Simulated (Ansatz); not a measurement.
All numbers were calculated with Ansatz.

Basis-set series for AlClH$_{3}$NS, SMILES `[NH2][Al]([SH])[Cl]`. The species carries charge 0 and has multiplicity 1. The geometry is a stationary point of PBE0-D4/def2-TZVP. It is one conformer, not always the lowest.

| functional | basis | functions | energy (Eh) | HOMO (eV) | LUMO (eV) |
| --- | --- | --- | --- | --- | --- |
| PBE0-D4 | def2-SVP | 83 | -1156.68429 | -7.43 | -0.17 |
| PBE0-D4 | def2-TZVPP | 199 | -1157.13881 | -7.63 | -0.42 |
| ωB97M-V | def2-SVP | 83 | -1157.06888 | -9.63 | 1.48 |
| ωB97M-V | def2-TZVPP | 199 | -1157.52255 | -9.87 | 1.16 |

**Question.** Give the rows for def2-QZVPP. (Best estimate.)

**Answer.** The calculation gave: 
```tsv
functional	basis	functions	energy (Eh)	HOMO (eV)	LUMO (eV)
PBE0-D4	def2-QZVPP	357	-1157.17577	-7.68	-0.67
ωB97M-V	def2-QZVPP	357	-1157.55787	-9.92	0.71
```

Positive LUMOs are unbound and depend on the basis.
